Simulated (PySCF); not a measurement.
C5H2FNS (charge +1 and doublet state).
Geometry (GFN2-xTB, Å), atoms numbered from 1 in this order:
```
atom  x, y, z in Å
N1     3.387   -0.154   -0.741
C2     2.264   -0.221   -0.522
C3     0.892   -0.285   -0.253
C4     0.096    0.824    0.170
F5     0.593    2.006    0.342
C6    -1.261    0.490    0.373
C7    -1.492   -0.820    0.116
S8    -0.041   -1.693   -0.389
H9    -2.003    1.204    0.694
H10   -2.428   -1.346    0.187
```

The species is `N#CC1=C(F)[CH][CH+]S1` [radical] (charge +1).

Method: UKS B3LYP, pcH-1 on C F H N S, non-relativistic, mean-field spin-orbit, GIAO in PySCF 2.14.0. Geometry: GFN2-xTB; no solvent, vibrations or thermal averaging. The geometry wasn't refined by DFT: couplings that depend on bond lengths, twists or pyramidal angles can differ widely from those at the functional's own minimum, by a factor of two or more for some ions and for spin on atoms past the first row. The SCF solution wasn't tested for stability.

Principal values of hyperfine tensors in MHz (contact, dipolar and spin–orbit terms together), for some of the nuclei:

```
atom  isotope      A1      A2      A3
  C2      13C  -39.52  -33.49  -19.07
  C7      13C    3.60    5.70   82.54
  C3      13C   -5.35   -3.76   91.35
 H10       1H  -36.67  -25.68   -9.28
  C6      13C  -36.32  -15.04  -14.89
  C4      13C  -11.88   -9.05   60.17
  N1      14N   -6.90   -4.44   26.07
  H9       1H    1.92    5.56    6.92
```

Give the isotropic coupling of each nucleus in MHz and in mT (g = 2.0040), and the anisotropic part.

a_iso = (A1 + A2 + A3)/3, Ti = Ai − a_iso; 1 mT corresponds to 28.048 MHz. The tensors hold a spin–orbit part: the run splits a_iso into a_FC + a_SO, and T includes its anisotropic share.

| atom | a_iso (MHz) | a_FC | a_SO | a_iso (mT) | T1 | T2 | T3 |
| --- | --- | --- | --- | --- | --- | --- | --- |
| C2 | -30.69 | -30.74 | 0.05 | -1.094 | -8.83 | -2.79 | 11.62 |
| C7 | 30.61 | 30.88 | -0.27 | 1.091 | -27.01 | -24.92 | 51.92 |
| C3 | 27.41 | 27.35 | 0.06 | 0.977 | -32.76 | -31.18 | 63.93 |
| H10 | -23.88 | -23.85 | -0.03 | -0.851 | -12.79 | -1.80 | 14.60 |
| C6 | -22.08 | -22.11 | 0.02 | -0.787 | -14.24 | 7.04 | 7.19 |
| C4 | 13.08 | 13.02 | 0.07 | 0.466 | -24.96 | -22.13 | 47.09 |
| N1 | 4.91 | 4.86 | 0.04 | 0.175 | -11.81 | -9.35 | 21.16 |
| H9 | 4.80 | 4.80 | 0.00 | 0.171 | -2.88 | 0.76 | 2.12 |

What spin density at the nucleus of C4 lies behind its contact coupling (g_N = 1.40482)?

a_FC = (2μ0/3) gₑ μB g_N μN ρ(0)/(2S·h) = 800.24 MHz × g_N × ρ(0)/(2S), with ρ in bohr⁻³. With a_FC = 13.02 MHz and 2S = 1, ρ(0) = 0.01158 bohr⁻³.

F5 (19F, g_N = 5.25774) isn't in the table. Its spin density at the nucleus is 0.01552 bohr⁻³. What is its contact coupling?

By the same relation, a_FC = 65.3 MHz. The spin–orbit term adds +0.61 MHz. Its full tensor has the principal values -77.84, -76.93, 352.45 MHz.

Which nucleus of the table has the largest anisotropic coupling, and what is its form?

C3: -32.8, -31.2, 63.9 MHz (the dipolar term alone has -32.5, -31.5, 64.0), nearly axial, close to the ratio −1:−1:+2, the form that spin in one p orbital centred on that nucleus gives.

What first-order splitting does C3 cause when the field lies along A1, A2 or A3 of its tensor (g taken as isotropic, no quadrupole term)?

2 lines (I = 1/2), spaced by |A_i|/(g × 13.996): 0.19, 0.13, 3.26 mT along the axes of A1, A2 and A3.

The SMILES draws the unpaired electron on C6; the largest computed Mulliken spin population is on C3 (0.35 against -0.12).
